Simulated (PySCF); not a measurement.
C6H8N3 (doublet state).
Geometry (GFN2-xTB, Å), atoms numbered from 1 in this order:
```xyz
17
C6H8N3 angstrom
C      3.1344    0.5008   -0.0515
N      2.3080   -0.3698   -0.8245
C      1.0386   -0.4748   -0.5976
C      0.2811    0.1660    0.3869
N     -1.0552   -0.0075    0.5707
C     -1.9460   -0.7819   -0.1364
C     -3.1604   -0.6013    0.4534
N     -3.0513    0.2624    1.5075
C     -1.8023    0.5989    1.5572
H      3.2200    0.1522    0.9837
H      4.1271    0.4943   -0.5003
H      2.7604    1.5304   -0.0263
H      0.5304   -1.1622   -1.2651
H      0.7452    0.8440    1.0887
H     -1.6576   -1.3787   -0.9748
H     -4.1065   -1.0316    0.1947
H     -1.3730    1.2708    2.2733
```

The hyperfine couplings belong to this conformer and change with its torsions.

Identity: `C/N=C\[CH]n1ccnc1` [radical].

Level of theory: PySCF 2.14.0, UKS B3LYP, pcH-1 on C H N, non-relativistic, mean-field spin-orbit, GIAO. Geometry: GFN2-xTB, one conformer, isolated molecule. The geometry wasn't refined by DFT: couplings that depend on bond lengths, twists or pyramidal angles can differ widely from those at the functional's own minimum. No stability test was run, so a lower SCF solution isn't excluded.

Principal values of hyperfine tensors in MHz (contact and dipolar terms together), for some of the nuclei:

| atom | isotope | A1 | A2 | A3 |
| --- | --- | --- | --- | --- |
| H10 | 1H | 57.23 | 59.10 | 65.30 |
| C4 | 13C | 1.56 | 1.86 | 147.89 |
| H12 | 1H | 40.06 | 42.78 | 48.31 |
| H14 | 1H | -59.43 | -40.48 | -17.10 |
| N2 | 14N | -3.36 | -3.24 | 60.60 |
| C1 | 13C | -18.07 | -17.58 | -14.77 |
| H13 | 1H | 2.10 | 6.84 | 12.95 |
| H17 | 1H | -7.83 | -7.49 | -1.17 |

Q: Give the isotropic coupling of each nucleus in MHz and in mT (g = 2.0034), and the anisotropic part.

A: a_iso = (A1 + A2 + A3)/3, Ti = Ai − a_iso; 1 mT corresponds to 28.041 MHz.

```csv
atom,a_iso (MHz),a_iso (mT),T1,T2,T3
H10,60.54,2.159,-3.31,-1.44,4.75
C4,50.44,1.799,-48.88,-48.58,97.46
H12,43.72,1.559,-3.66,-0.94,4.60
H14,-39.00,-1.391,-20.43,-1.47,21.90
N2,18.00,0.642,-21.36,-21.24,42.60
C1,-16.81,-0.599,-1.27,-0.77,2.03
H13,7.30,0.260,-5.20,-0.45,5.65
H17,-5.50,-0.196,-2.33,-1.99,4.33
```

Q: What spin density at the nucleus of N2 lies behind its contact coupling (g_N = 0.40376)?

A: a_FC = 800.24 MHz bohr³ × g_N × ρ(0)/(2S). With a_FC = 18.00 MHz and 2S = 1, ρ(0) = 0.05571 bohr⁻³.

Q: C3 (13C, g_N = 1.40482) isn't in the table. Its spin density at the nucleus is -0.03584 bohr⁻³. What is its contact coupling?

A: By the same relation, a_FC = -40.3 MHz. Its full tensor has the principal values -65.27, -31.32, -24.27 MHz.

Q: Name the largest traceless tensor T of the table and describe it.

A: C4: -48.9, -48.6, 97.5 MHz, axial, in the ratio −1:−1:+2, the form that spin in one p orbital centred on that nucleus gives.

Q: In a single crystal, with the field along each principal axis of the tensor of H12 in turn, what first-order splitting does this nucleus give (isotropic g, quadrupole terms neglected)?

A: 2 lines (I = 1/2), spaced by |A_i|/(g × 13.996): 1.43, 1.53, 1.72 mT along the axes of A1, A2 and A3.
